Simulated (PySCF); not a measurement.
C5H11O2 (doublet state).
Structure used (GFN2-xTB), in Å, numbered top down from 1:
```xyz
18
C5H11O2 angstrom
C      2.0881    0.4011    0.2629
O      0.9565   -0.2715    0.7626
C      0.4151   -1.2366   -0.1058
C     -0.1629   -0.6641   -1.4323
C     -0.9628    0.5645   -1.2311
C     -2.0265    0.6328   -0.2020
O     -1.5565    1.2487    0.9937
H      2.4989    0.9696    1.0950
H      1.8218    1.0876   -0.5474
H      2.8396   -0.3092   -0.0992
H      1.1737   -1.9941   -0.3527
H     -0.3803   -1.7114    0.4723
H     -0.7838   -1.4671   -1.8486
H      0.6490   -0.4721   -2.1352
H     -0.5954    1.4997   -1.6205
H     -2.4167   -0.3707    0.0227
H     -2.8564    1.2656   -0.5344
H     -0.7100    0.8335    1.2236
```

The hyperfine couplings belong to this conformer and change with its torsions.

The species is `COCC[CH]CO` [radical].

Level of theory: UKS B3LYP, pcH-1 on C H O, non-relativistic, mean-field spin-orbit, GIAO in PySCF. Geometry: GFN2-xTB, one conformer, isolated molecule. The geometry wasn't refined by DFT: couplings that depend on bond lengths, twists or pyramidal angles can differ widely from those at the functional's own minimum. No stability test was run, so a lower SCF solution isn't excluded.

The largest Mulliken spin populations are on C5 (+1.01), C4 (-0.08), O7 (+0.06) and C6 (-0.06). C5 is the only atom above +0.15. The positive populations add up to 1.19 and the negative ones to -0.19, together 2S = 1. The angles at C5 add up to 357.6°, so it is nearly planar; its axial dipolar tensor and the negative coupling of its proton fit spin in a p orbital normal to that plane.

Question: Find Q in a(H) = Q·ρ(C) for the protons on the planar carbons that carry spin.

Answer: 
```json
{"H": "H15", "C": "C5", "ρ(C)": "+1.010", "a(H) (G)": "-21.12", "a/ρ (G)": "-20.9"}
```

One proton gives one ratio, Q = -20.9 G, and no test of linearity. In McConnell's picture π spin on carbon polarises the C–H bond and leaves opposite spin at the proton, which makes Q negative, as found here.

Question: How do the β-proton couplings of this frozen conformer go with θ, the angle between the C–H bond and the normal to the plane of the spin centre's three neighbours, both seen down the bond from centre to carbon?

Answer: 
| β H | on | centre | θ (°) | cos²θ | a (G) |
| --- | --- | --- | --- | --- | --- |
| H13 | C4 | C5 | 30 | 0.75 | +36.92 |
| H14 | C4 | C5 | 89 | 0.00 | +1.02 |
| H16 | C6 | C5 | 73 | 0.09 | +0.46 |
| H17 | C6 | C5 | 48 | 0.45 | +16.33 |

Fitting the Heller–McConnell form a = ρ(B0 + B2 cos²θ), with Mulliken ρ = 1.01, gives B0 = -1.9 G and B2 = 48.0 G, with a largest miss of 3.5 G. By this fit the coupling would be 46.5 G at θ = 0° and -1.9 G at 90°.

Couplings in gauss use g_iso = 2.0025.
